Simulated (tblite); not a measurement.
C2H6F2OSi.
Z-matrix (Å and degrees, GFN2-xTB geometry), rows numbered from 1:
```
C 
O   1  1.4300
C   2  1.3436  1  116.57
F   3  1.3795  2  111.23  1    56.78
F   3  1.3795  2  111.23  1   -56.78
Si  3  1.9352  2  108.26  1  -179.99
H   1  1.0918  2  110.42  3    60.89
H   1  1.0863  2  105.77  3  -179.88
H   1  1.0917  2  110.41  3   -60.65
H   6  1.4601  3  105.97  2   179.88
H   6  1.4583  3  105.19  2    59.89
H   6  1.4583  3  105.22  2   -60.14
```

Calculated harmonic vibrations of the isolated species, GFN2-xTB (tblite), most abundant isotopes, no scaling. This tight-binding method is rough: wavenumbers can miss measured ones by several per cent, in bad cases by 10 to 20. Modes of hydrogen on silicon can be 10 to 20 % off. One conformer, not necessarily the lowest.

Harmonic wavenumbers (cm⁻¹): 64.8, 99.3, 137.5, 156.3, 200.7, 284.0, 397.9, 473.3, 476.9, 561.3, 561.7, 719.3, 737.8, 738.5, 769.5, 909.1, 977.9, 1036.0, 1127.0, 1154.6, 1171.6, 1391.9, 1459.1, 1467.4, 2308.4, 2321.4, 2327.6, 2978.9, 2984.8, 3048.7.

A = 4343, B = 2027, C = 1881 MHz; mass 112.016 u (most abundant isotopes); point group Cs, symmetry number 1.

**Question.** What is the zero-point energy?

**Answer.** ½Σν̃ = 16522 cm⁻¹ = 47.24 kcal/mol.

**Question.** Give the ideal-gas entropy at 298.15 K and 1 bar in the rigid-rotor, harmonic-oscillator model (classical rotation).

**Answer.** Translation 40.08, rotation 27.36, vibration 21.86: S = 89.3 cal/(mol K).

**Question.** And Cp and H(298.15 K) − H(0)?

**Answer.** Cp = 30.79 cal/(mol K), of which vibrations give 22.84 (their classical limit is 30 R = 59.6); H(298.15 K) − H(0) = 5.88 kcal/mol without the zero-point energy, 3.51 from vibrations.

**Question.** What must be added to the electronic energy to get the Gibbs energy at 298.15 K and 1 bar?

**Answer.** ZPE + [H(298.15 K) − H(0)] − T·S = 47.24 + 5.88 − 26.63 = 26.49 kcal/mol.

**Question.** Blend soft modes into free rotors: weight 1/[1 + (100 cm⁻¹/ν̃)⁴] for the oscillator and the rest for a rotor with moment μB/(μ + B), μ = h/(8π²ν), B = 10⁻⁴⁴ kg m². What vibrational entropy results?

**Answer.** 20.61 cal/(mol K) in place of 21.86, which changes −T·S at 298.15 K by +0.37 kcal/mol.

**Question.** How do the functions run with temperature in this model?

**Answer.** 
| T (K) | S (cal/(mol K)) | Cp (cal/(mol K)) | H − H(0) (kcal/mol) | G − H(0) (kcal/mol) | ln q(vib) |
| --- | --- | --- | --- | --- | --- |
| 100 | 64.8 | 16.4 | 1.18 | -5.30 | 1.11 |
| 200 | 78.5 | 23.9 | 3.19 | -12.50 | 3.11 |
| 300 | 89.5 | 30.9 | 5.94 | -20.91 | 5.11 |
| 500 | 108.0 | 41.4 | 13.25 | -40.72 | 8.98 |
| 800 | 129.7 | 50.8 | 27.22 | -76.51 | 14.24 |
| 1000 | 141.4 | 54.7 | 37.78 | -103.65 | 17.38 |

q(vib) and H(0) count from the zero-point level.

**Question.** Which modes carry the vibrational entropy at 298.15 K?

**Answer.** 64.8 cm⁻¹: 4.31; 99.3 cm⁻¹: 3.47; 137.5 cm⁻¹: 2.84; 156.3 cm⁻¹: 2.59; 200.7 cm⁻¹: 2.13; 284.0 cm⁻¹: 1.51 cal/(mol K); the other 24 give 5.02 together.

Hindered rotation and anharmonicity are outside this model. Other conformers, if any are populated, would add a mixing term that is left out.

Time: 0.25 s. Hardware: an Arm Neoverse V1 with one thread, shared host. This covers the Hessian and the dipole derivatives.
